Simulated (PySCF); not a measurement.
**Radial density of Ge⁺ (germanium, charge +1)**

UHF, [Ar] 3d10 4s2 4p1, 2P determinant. All numbers are calculated (PySCF 2.14, the spin-free X2C one-electron Hamiltonian (Gaussian nucleus), in cc-pVDZ-DK (5s4p2d, 27 functions)).

| r (bohr) | 4πr²ρ (e/bohr) | 4πr²(ρα − ρβ) |
| --- | --- | --- |
| 0.000627 | 0.1921 | 0.0000 |
| 0.00105 | 0.4965 | 0.0000 |
| 0.00177 | 1.198 | 0.0000 |
| 0.00298 | 2.844 | 0.0000 |
| 0.00502 | 6.491 | 0.0000 |
| 0.00844 | 13.70 | 0.0000 |
| 0.0142 | 25.19 | 0.0002 |
| 0.0239 | 36.86 | 0.0010 |
| 0.0402 | 38.10 | 0.0049 |
| 0.0676 | 31.53 | 0.0155 |
| 0.114 | 41.24 | 0.0235 |
| 0.191 | 40.53 | 0.0002 |
| 0.322 | 22.63 | 0.0152 |
| 0.541 | 28.97 | 0.0444 |
| 0.910 | 12.65 | 0.0054 |
| 1.53 | 2.805 | 0.3169 |
| 2.57 | 1.112 | 0.4072 |
| 4.33 | 0.1253 | 0.0799 |
| 7.28 | 0.001660 | 0.0015 |

Densities and radii are taken from the X2C orbitals without a picture-change correction, which distorts them close to the nucleus.
